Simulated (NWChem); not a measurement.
System: SiHBr$_{2}$F; SMILES Br[SiH](F)Br

Here is an NWChem input.

```
start job
memory heap 200 mb stack 900 mb global 1100 mb
geometry units angstroms
  Si    -0.006137     0.821074     0.362045
  F     -0.089711     1.960966    -0.746449
  Br    -1.776973    -0.436648     0.097914
  Br     1.799986    -0.336511    -0.068514
  H      0.036272     1.451479     1.650876
end
basis spherical
  * library 6-31g*
end
dft
  xc b3lyp
  iterations 150
end
driver
  maxiter 120
end
task dft optimize
task dft freq
```

Parts of the log:

```
             Northwest Computational Chemistry Package (NWChem) 7.3.0
             --------------------------------------------------------

 CS  symmetry detected

                             Geometry "geometry" -> ""
                             -------------------------

 Output coordinates in angstroms (scale by  1.889725989 to convert to a.u.)

  No.       Tag          Charge          X              Y              Z
 ---- ---------------- ---------- -------------- -------------- --------------
    1 Si                  14.0000     0.71184327     0.47999669     0.00000000
    2 F                    9.0000     2.02626911    -0.41854770     0.00000000
    3 Br                  35.0000    -0.41876584    -0.06873810     1.79111428
    4 Br                  35.0000    -0.41876584    -0.06873810    -1.79111428
    5 H                    1.0000     1.11138071     1.85864247     0.00000000

 Effective nuclear repulsion energy (a.u.)     588.3928691436

      Symmetry information
      --------------------

 Group name             Cs
 Group number              2
 Group order               2
 No. of unique centers     4

                                Z-matrix (autoz)
                                --------

 Units are Angstrom for bonds and degrees for angles

      Type          Name      I     J     K     L     M      Value
      ----------- --------  ----- ----- ----- ----- ----- ----------
    1 Stretch                  1     2                       1.59220
    2 Stretch                  1     3                       2.18803
    3 Stretch                  1     4                       2.18803
    4 Stretch                  1     5                       1.43537
    5 Bend                     2     1     3               106.56163
    6 Bend                     2     1     4               106.56163
    7 Bend                     2     1     5               108.19478
    8 Bend                     3     1     4               109.88911
    9 Bend                     3     1     5               112.62567
   10 Bend                     4     1     5               112.62567

                           NWChem Geometry Optimization
                           ----------------------------

[...]

      ----------------------
      Optimization converged
      ----------------------

  Step       Energy      Delta E   Gmax     Grms     Xrms     Xmax
  ---- ---------------- -------- -------- -------- -------- --------
@    4   -5537.83157024 -1.5D-06  0.00005  0.00003  0.00068  0.00154
                                     ok       ok       ok       ok

                                Z-matrix (autoz)
                                --------

 Units are Angstrom for bonds and degrees for angles

      Type          Name      I     J     K     L     M      Value     Gradient
      ----------- --------  ----- ----- ----- ----- ----- ---------- ----------
    1 Stretch                  1     2                       1.60269    0.00001
    2 Stretch                  1     3                       2.21583   -0.00005
    3 Stretch                  1     4                       2.21583   -0.00005
    4 Stretch                  1     5                       1.47211    0.00005
    5 Bend                     2     1     3               108.54841   -0.00003
    6 Bend                     2     1     4               108.54841   -0.00003
    7 Bend                     2     1     5               109.16380    0.00003
    8 Bend                     3     1     4               111.09639    0.00000
    9 Bend                     3     1     5               109.72188    0.00001
   10 Bend                     4     1     5               109.72188    0.00001

                         Geometry "geometry" -> "geometry"
                         ---------------------------------

 Output coordinates in angstroms (scale by  1.889725989 to convert to a.u.)

[...]

 Rotational Constants
 --------------------
 A=   0.120964 cm-1  (  0.174036 K)
 B=   0.030855 cm-1  (  0.044392 K)
 C=   0.025533 cm-1  (  0.036736 K)

 Temperature                      =   298.15K
 frequency scaling parameter      =   1.0000

 Zero-Point correction to Energy  =    9.080 kcal/mol  (  0.014469 au)
 Thermal correction to Energy     =   12.415 kcal/mol  (  0.019785 au)
 Thermal correction to Enthalpy   =   13.007 kcal/mol  (  0.020728 au)

 Total Entropy                    =   80.232 cal/mol-K
   - Translational                =   41.880 cal/mol-K (mol. weight = 207.8162)
   - Rotational                   =   29.203 cal/mol-K (symmetry #  =        1)
   - Vibrational                  =    9.149 cal/mol-K

 Cv (constant volume heat capacity) =   15.956 cal/mol-K
   - Translational                  =    2.979 cal/mol-K
   - Rotational                     =    2.979 cal/mol-K
   - Vibrational                    =    9.997 cal/mol-K

[normal modes left out]

 ----------------------------------------------------------------------------
 Normal Eigenvalue ||           Projected Infra Red Intensities
  Mode   [cm**-1]  || [atomic units] [(debye/angs)**2] [(KM/mol)] [arbitrary]
 ------ ---------- || -------------- ----------------- ---------- -----------
    1       -0.000 ||    0.000322           0.007         0.314       0.062
    2        0.000 ||    0.000088           0.002         0.086       0.017
    3        0.000 ||    0.000087           0.002         0.085       0.017
    4        0.000 ||    0.000000           0.000         0.000       0.000
    5        0.000 ||    0.000001           0.000         0.001       0.000
    6        0.000 ||    0.000001           0.000         0.001       0.000
    7      117.408 ||    0.000731           0.017         0.713       0.140
    8      203.343 ||    0.003799           0.088         3.703       0.727
    9      247.830 ||    0.007094           0.164         6.916       1.358
   10      403.368 ||    0.041023           0.946        39.991       7.851
   11      487.249 ||    0.154261           3.559       150.381      29.522
   12      787.695 ||    0.264142           6.094       257.498      50.550
   13      833.663 ||    0.044327           1.023        43.212       8.483
   14      935.978 ||    0.179563           4.143       175.047      34.364
   15     2337.816 ||    0.088363           2.039        86.140      16.910
 ----------------------------------------------------------------------------
```

Level: B3LYP/6-31G* (spherical d). This build's default masses of Se (78.918 u) and Br (79.917 u) are each other's, which moves their modes by up to 0.6 %.
